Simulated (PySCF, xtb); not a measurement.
pentane (C₅H₁₂), SMILES C(C)CCC.

GFN2-xTB (xtb) at its own geometry gives an orbital gap of 13.56 eV and a dipole moment of 0.02 D.

Coordinates come from a B3LYP-D3(BJ)/def2-SVP optimisation. One conformer was computed; it need not be the lowest.

### Question
What does PySCF with PBE/def2-TZVP give? (An estimate is asked for; the answer gives what the named calculation found.)

### Answer
gap 7.82 eV (levels -7.38 and 0.44 eV), dipole 0.08 D.
